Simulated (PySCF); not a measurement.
pyrazole (C₃H₄N₂), SMILES c1cn[nH]c1. Atoms are numbered in the order given.

```xyz
9

C     -0.9885     0.6849     0.0000
C      0.3663     1.1042     0.0000
N      1.2022     0.0691     0.0000
N      0.4045    -1.0077     0.0000
C     -0.9197    -0.6981     0.0000
H     -1.8845     1.3004     0.0000
H      0.7605     2.1201     0.0000
H      0.8200    -1.9312     0.0000
H     -1.6913    -1.4649     0.0000
```
Charge 0, spin multiplicity 1.

Geometry: B3LYP-D3(BJ)/def2-SVP.

Calculation: B3LYP/pcSseg-1 run with PySCF.

GIAO shieldings, no solvent; atoms alike by connectivity are averaged. δ = σ(ref) − σ: ¹³C against TMS (σ = 181.3 ppm); ¹⁵N against NH3 (σ = 265.5 ppm); ¹H against TMS (σ = 31.68 ppm), references at their B3LYP-D3(BJ)/def2-TZVP geometries, non-relativistic.

Question: Estimate the chemical shifts. (Estimate from the structure and the level; the computed values follow.)

Answer: 
```
nucleus  atoms  count  δ (ppm)
-------  -----  -----  -------
¹³C         C2      1    147.0
¹³C         C5      1    133.6
¹³C         C1      1    113.2
¹⁵N         N3      1    354.6
¹⁵N         N4      1    230.2
¹H          H8      1     9.42
¹H          H7      1     7.83
¹H          H9      1     7.66
¹H          H6      1     6.63
```
